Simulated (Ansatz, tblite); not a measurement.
Cost and result up the ladder for TiS2 (3 atoms). The state is a singlet with charge 0. Geometry: PBE0-D4/def2-TZVP.

```xyz
3

Ti    0.346    0.269    0.617
S     0.889   -1.494   -0.311
S    -1.235    1.225   -0.305
```

Ansatz on 4 threads of Arm Neoverse V1 on a shared host; xTB runs through tblite on one thread. Times are rough, summed over both states, and most runs start from the orbitals of an earlier one. ωB97X-V/def2-TZVP serves as the yardstick here, not as an exact answer. Differences are given only for rows in sets of like size (and for xTB, whose basis is part of the method), since another set adds its own error. The other state is a triplet at its own geometry.

The 6-31G sets use Cartesian d functions. The xTB rows come from tblite. B3LYP takes the VWN-RPA correlation. Correlated methods freeze 15 core orbitals; core or outer-core shells of Ti are correlated, in sets that lack core-valence functions. At PBE0-D4/def2-TZVP a singlet of charge 0 lies 0.86 eV below the triplet, each at its own geometry. The structure comes from a short search, and lower isomers may exist.

Run but left out: HF/6-31G, B2PLYP/def2-TZVP, PBE-QIDH/def2-TZVP (singlet: restricted singlet, unstable in another Hartree–Fock run and untested here); HF/def2-TZVP, HF/def2-TZVPP, MP2/def2-TZVP, MP2/def2-TZVPP, CCSD/def2-TZVPP, CCSD(T)/def2-TZVPP (singlet: restricted singlet, unstable towards broken spin symmetry).

Correlated methods converge slowly with the basis.

xTB has no spin-polarisation term.

| level | functions | triplet − singlet (eV) | difference from ωB97X-V/def2-TZVP (eV) |
| --- | --- | --- | --- |
| r2SCANh-D4/def2-TZVP | 119 | 0.90 | -0.02 |
| B97M-V/def2-TZVP (with forces) | 119 | 1.00 | 0.08 |
| B3LYP-D4/6-31G | 55 | 0.86 | – |
| PBE-D4/def2-TZVP | 119 | 1.06 | 0.14 |
| PBE0-D4/def2-TZVP | 119 | 0.86 | -0.06 |
| GFN1-xTB | 27 | 1.32 | 0.40 |
| GFN2-xTB | 27 | 0.90 | -0.02 |
| ωB97X-V/def2-TZVP | 119 | 0.92 | 0.00 |
| r2SCAN-D4/def2-TZVP | 119 | 0.99 | 0.07 |
| RPA@PBE/def2-TZVP | 119 | 1.00 | 0.08 |

Question: Estimate how long each takes.

Answer: GFN1-xTB 0.006 s; GFN2-xTB 0.006 s; B3LYP-D4/6-31G 2.3 s; PBE-D4/def2-TZVP 2.8 s; RPA@PBE/def2-TZVP 4.2 s; r2SCAN-D4/def2-TZVP 8.5 s; PBE0-D4/def2-TZVP 9.4 s; B97M-V/def2-TZVP (with forces) 13 s; r2SCANh-D4/def2-TZVP 15 s; ωB97X-V/def2-TZVP 25 s. On shared hardware such times vary by a factor of up to 3.
